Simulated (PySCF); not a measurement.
Cost of excited-state runs on SMILES CN(C)C1=C/C(=C\Br)C=C1, C₈H₁₀BrN

Geometry:
```json
{"atom": "C1", "x (Å)": "-2.153", "y (Å)": "-0.096", "z (Å)": "1.018"}
{"atom": "N2", "x (Å)": "-1.437", "y (Å)": "-0.248", "z (Å)": "-0.224"}
{"atom": "C3", "x (Å)": "-2.195", "y (Å)": "0.046", "z (Å)": "-1.415"}
{"atom": "C4", "x (Å)": "-0.080", "y (Å)": "-0.115", "z (Å)": "-0.195"}
{"atom": "C5", "x (Å)": "0.719", "y (Å)": "0.026", "z (Å)": "0.904"}
{"atom": "C6", "x (Å)": "2.087", "y (Å)": "0.054", "z (Å)": "0.471"}
{"atom": "C7", "x (Å)": "3.212", "y (Å)": "0.191", "z (Å)": "1.192"}
{"atom": "Br8", "x (Å)": "3.217", "y (Å)": "0.367", "z (Å)": "3.067"}
{"atom": "C9", "x (Å)": "2.066", "y (Å)": "-0.088", "z (Å)": "-0.987"}
{"atom": "C10", "x (Å)": "0.788", "y (Å)": "-0.188", "z (Å)": "-1.377"}
{"atom": "H11", "x (Å)": "-1.701", "y (Å)": "-0.732", "z (Å)": "1.778"}
{"atom": "H12", "x (Å)": "-3.188", "y (Å)": "-0.405", "z (Å)": "0.875"}
{"atom": "H13", "x (Å)": "-2.142", "y (Å)": "0.940", "z (Å)": "1.379"}
{"atom": "H14", "x (Å)": "-2.416", "y (Å)": "1.117", "z (Å)": "-1.506"}
{"atom": "H15", "x (Å)": "-1.653", "y (Å)": "-0.272", "z (Å)": "-2.300"}
{"atom": "H16", "x (Å)": "-3.140", "y (Å)": "-0.499", "z (Å)": "-1.380"}
{"atom": "H17", "x (Å)": "0.422", "y (Å)": "0.119", "z (Å)": "1.929"}
{"atom": "H18", "x (Å)": "4.198", "y (Å)": "0.210", "z (Å)": "0.757"}
{"atom": "H19", "x (Å)": "2.946", "y (Å)": "-0.106", "z (Å)": "-1.602"}
{"atom": "H20", "x (Å)": "0.447", "y (Å)": "-0.312", "z (Å)": "-2.388"}
```

PySCF with density fitting, on 1 thread of an Arm Neoverse V2, shared host. Command: `OMP_NUM_THREADS=1 python excited_run.py task.json out`

Question: How long does this run take, and how much memory?
- vibronic structure, PBE0/def2-SVP; full response

Answer: 
| run | level | basis functions | wall time | peak memory (GiB) |
| --- | --- | --- | --- | --- |
| vibronic structure | PBE0/def2-SVP | 208 | 81 s | 1.3 |

Times from a shared host are rough.
